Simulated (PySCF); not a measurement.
All values below come from B3LYP-D3(BJ)/def2-TZVP // PBE0-D3(BJ)/def2-TZVP (PySCF). Isolated molecules, 0 K electronic values unless said otherwise. One relaxed conformer stands for a flexible species; it need not be the lowest. B3LYP has the VWN-RPA correlation part, as in Gaussian. Delta-SCF ions had no search for a lower state. 

Reference species (SMILES): `CSCO` (C–S–C–O torsion -65°, S–C–O–H torsion -54°) (neutral, multiplicity 1).

| Item | Result |
|---|---|
| vertical ionisation energy (Delta-SCF) | 8.95 eV |
| HOMO–LUMO gap | 7.00 eV |

Changed species: `SCOC` (C–O–C–S torsion -69°, O–C–S–H torsion -68°).

Q: Predict the effect on the vertical ionisation energy (Delta-SCF) and HOMO–LUMO gap.

A: the vertical ionisation energy (Delta-SCF) goes up by 0.56 eV, to 9.51 eV; the HOMO–LUMO gap increases by 0.09 eV, to 7.09 eV.
